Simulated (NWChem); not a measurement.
Molecule: diiodomethane (CH2I2); SMILES ICI

Results from NWChem. Coordinates come from a PBE0/def2-SVP optimisation. def2 effective core potentials on I; no spin-orbit coupling. Ions are spin-unrestricted doublets at the neutral geometry; other ion states weren't tried.

For level PBE/def2-SVPD:

```
Quantity       Value
-------------  -----
−ε(HOMO) (eV)   6.30
```

Problem. How do the values read with level PBE/def2-SVP instead?

Solution. The −ε(HOMO) (eV) is 6.16.
